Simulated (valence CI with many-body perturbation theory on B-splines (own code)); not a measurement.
Results of a calculation; reference values are marked as such.
Sb XXXIX: what each term of the Hamiltonian does

Level of theory: valence CI with perturbative core correlation (CI+MBPT): three valence electrons over a frozen Dirac-Fock core [Ne], radial functions for each j: 11 s, 11 p, 9 d, 7 f, 5 g, 2 h, 1 i, with the one-electron correlation potential Σ1 (screened to all orders), the two-electron term Σ2, the three-electron term Σ3, Breit, model QED; selected single and double excitations, second order for the rest (own B-spline code, finite nucleus).

No measured spectrum was set against this ion. As an estimate, large intervals hold to a few tenths of a per cent, small ones and those within an open d or f shell to about a per cent.

Each rung adds one term. CI alone is the Dirac-Coulomb CI over the frozen core; QED comes last and gives the full result, which names the levels. Energies are above (3s^2 3p1/2) J=1/2 on the same rung, in cm⁻¹.

Levels are named by their leading jj configuration (3d3/2^4 stands for four electrons in 3d with j = 3/2), which in mixed levels can hold well under half, so a name can repeat and another be missing. Letters in brackets count levels of one name in rising energy.

| Level | CI alone |
| --- | --- |
| (3s^2 3p3/2) J=3/2 | 515590 |
| (3s 3p1/2^2) J=1/2 | 748599 |
| (3s 3p1/2 3p3/2) J=3/2 [a] | 1138090 |
| (3s 3p1/2 3p3/2) J=5/2 | 1222440 |
| (3s 3p1/2 3p3/2) J=3/2 [b] | 1339490 |
| (3s 3p1/2 3p3/2) J=1/2 | 1408650 |
| (3s 3p3/2^2) J=5/2 | 1656430 |
| (3s^2 3d3/2) J=3/2 | 1686400 |
| (3s^2 3d5/2) J=5/2 | 1855010 |
| (3s 3p3/2^2) J=1/2 | 1925820 |
| (3s 3p3/2^2) J=3/2 | 1968490 |
| (3p1/2^2 3p3/2) J=3/2 | 2112550 |
| (3s 3p1/2 3d3/2) J=3/2 [a] | 2224200 |
| (3s 3p1/2 3d3/2) J=5/2 | 2277360 |
| (3s 3p1/2 3d5/2) J=5/2 [a] | 2407520 |
| (3s 3p1/2 3d3/2) J=1/2 | 2410640 |

Task: What do these energies become with core correlation, Breit and QED?

Result: (3s^2 3p3/2) J=3/2 509594 (-5996); (3s 3p1/2^2) J=1/2 745996 (-2603); (3s 3p1/2 3p3/2) J=3/2 [a] 1131130 (-6958); (3s 3p1/2 3p3/2) J=5/2 1212870 (-9567); (3s 3p1/2 3p3/2) J=3/2 [b] 1329180 (-10308); (3s 3p1/2 3p3/2) J=1/2 1396300 (-12349); (3s 3p3/2^2) J=5/2 1641670 (-14758); (3s^2 3d3/2) J=3/2 1669650 (-16754); (3s^2 3d5/2) J=5/2 1835050 (-19959); (3s 3p3/2^2) J=1/2 1909520 (-16306); (3s 3p3/2^2) J=3/2 1948750 (-19743); (3p1/2^2 3p3/2) J=3/2 2098460 (-14093); (3s 3p1/2 3d3/2) J=3/2 [a] 2209080 (-15126); (3s 3p1/2 3d3/2) J=5/2 2260570 (-16792); (3s 3p1/2 3d5/2) J=5/2 [a] 2387600 (-19922); (3s 3p1/2 3d3/2) J=1/2 2392180 (-18459).

Task: How does the ionisation energy move along the ladder, and which term matters most?

Result: CI alone 2656.7, + Σ1 2657.7, + Σ2 2657.5, + Σ3 2657.5, + Breit 2654.9, + QED 2655.0 eV. The largest step is Breit, -2.5 eV. NIST lists 2654 ± 4 eV (theoretical).
